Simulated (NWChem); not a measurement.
**The standard entropy of [SiF3]− (SMILES F[Si-](F)F) from a frequency calculation**

A singlet with charge -1, relaxed at S12g/CRENBL (density fitting, core potential) (NWChem 7.3.0):

```xyz
4

Si    0.0000    0.0000   -0.6003
F    -0.9154    1.2504    0.3113
F     1.5406    0.1676    0.3113
F    -0.6252   -1.4180    0.3113
```

Harmonic wavenumbers in cm⁻¹: 202, 202, 306, 605, 605, 630.

Masses in u: Si 28.085, F 18.998. Take T = 298.15 K, p = 1 bar, R = 8.3145 J/(mol K), kT/hc = 207.22 cm⁻¹, rigid rotor and harmonic oscillator.

Q: Compute the standard molar entropy.

A: 
1. Translation (Sackur–Tetrode): S = R[3/2 ln M + 5/2 ln T − 1.1517] with M = 85.079 gives 164.3 J/(mol K).
2. Rotation: principal moments 84.069, 84.073, 136.873 u Å² give A, B, C = 0.2005, 0.2005, 0.1232 cm⁻¹; the symmetry number is σ = 3; q = (√π/σ)√((kT/hc)³/ABC) = 25043; S = R(ln q + 3/2) = 96.7.
3. Vibration: with u = ν̃/207.22, each mode gives R[u/(eᵘ − 1) − ln(1 − e⁻ᵘ)]; the sum is 28.9, most from 202 cm⁻¹ (8.8), 202 cm⁻¹ (8.8), 306 cm⁻¹ (5.8).
4. Electronic: R ln 1 = 0.0, from the spin multiplicity alone.
5. Sum: 164.3 + 96.7 + 28.9 + 0.0 = 289.9 J/(mol K).

No measured value is set beside it here.
